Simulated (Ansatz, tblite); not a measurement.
Removing and adding an electron: the cluster Cs₂F₂. The state is a singlet with charge 0. Geometry: PBE0-D4/def2-TZVP. Ansatz, gas phase; energy differences of separate SCF runs; the oxidised species was run as a doublet alone; the reduced species was run as a doublet alone.

| atom | x (Å) | y (Å) | z (Å) |
| --- | --- | --- | --- |
| Cs1 | -1.994 | -0.049 | -0.429 |
| Cs2 | 1.994 | 0.047 | 0.429 |
| F3 | -0.345 | 0.321 | 1.567 |
| F4 | 0.345 | -0.319 | -1.568 |

In the def2 sets Cs takes a core potential; there is no spin–orbit coupling. The xTB rows come from tblite. Correlated methods freeze 2 core orbitals; core or outer-core shells of Cs are correlated, in sets that lack core-valence functions. In CCSD on the charge 1 doublet the largest single amplitude is 0.36, so its Hartree–Fock determinant may place the open shell otherwise than the density functionals do. HOMO above LUMO, or a gap near zero within one spin, warns that the state may not be the lowest or that an electron is smeared out. The structure comes from a short search, and lower isomers may exist.

```tsv
level	−HOMO (eV)	vertical IE (eV)	−LUMO (eV)	vertical EA (eV)	HOMO–LUMO gap (eV)	IE − EA (eV)	remarks
GFN1-xTB	9.74	12.29	8.68	6.78	1.05	5.51	–
GFN2-xTB	8.67	–	6.47	2.87	2.20	–	–
PBE-D4/def2-TZVP	5.17	8.58	0.84	–	4.33	–	gap within one spin near zero (+1 doublet)
PBE-D4/def2-TZVPD	5.28	–	0.82	0.08	4.45	–	HOMO above zero (-1 doublet), gap within one spin near zero (-1 doublet)
r2SCAN-D4/def2-TZVP	5.44	8.66	0.26	–	5.18	–	gap within one spin near zero (+1 doublet)
PBE0-D4/def2-TZVP	6.92	9.03	0.40	–	6.52	–	–
PBE0-D4/def2-TZVPD	7.02	–	0.38	-0.01	6.64	–	HOMO above zero (-1 doublet)
CCSD/def2-TZVPP	–	9.52	–	–	–	–	large T1 (0.059) (+1 doublet)
CCSD(T)/def2-TZVPP	–	9.63	–	–	–	–	large T1 (0.059) (+1 doublet)
```

Run but left out: HF/def2-TZVPP, MP2/def2-TZVPP (charge +1 doublet: a determinant that CCSD turns far, T1 0.059); r2SCAN-D4/def2-TZVPD (charge -1 doublet: an occupied level 0.11 eV above an empty one).   A HOMO above zero means that the electron is unbound at that level or that self-interaction error raises the level; the energy of removing that electron tells which. Raw xTB energy differences between charge states are shifted by several eV; the methods need an empirical correction for them. A negative affinity means that the extra electron isn't bound; its size then hangs on the basis.
